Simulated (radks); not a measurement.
Results of a calculation; reference values are marked as such.
These are the eigenvalues of the occupied orbitals of an atom or ion with whole-number occupations (hartree). Code: a radial shooting solver on a logarithmic mesh with Libxc functionals. Model: Dirac Kohn-Sham, PBE, spin-unpolarised, spherical densities, finite nucleus; Fermi nuclear charge, rms radius of each element as measured or else 0.836 A^(1/3) + 0.57 fm.

| orbital | eigenvalue |
|---|---|
| 1s1/2 | -3308.881 |
| 2s1/2 | -655.4616 |
| 2p1/2 | -632.8819 |
| 2p3/2 | -552.3748 |
| 3s1/2 | -214.1688 |
| 3p1/2 | -204.1499 |
| 3p3/2 | -185.6851 |
| 3d3/2 | -169.4751 |
| 3d5/2 | -165.5144 |
| 4s1/2 | -98.04248 |
| 4p1/2 | -93.65583 |
| 4p3/2 | -87.76907 |
| 4d3/2 | -80.83379 |

Which element is it, and in what charge state? The configuration may be excited. Open shells, if any, fill j = l - 1/2 first.

Answer. Z = 82, lead, charge +44: Pb44+ in [Kr] 4d2. The list shows which subshells hold electrons but not how many an open one holds; the 1s level, -3308.9 hartree, gives Z - s = 81.3 by -(Z - s)^2/2, which with screening and relativity narrows Z to a few neighbours, and the depths of the outer levels then fix element, charge and occupations together.
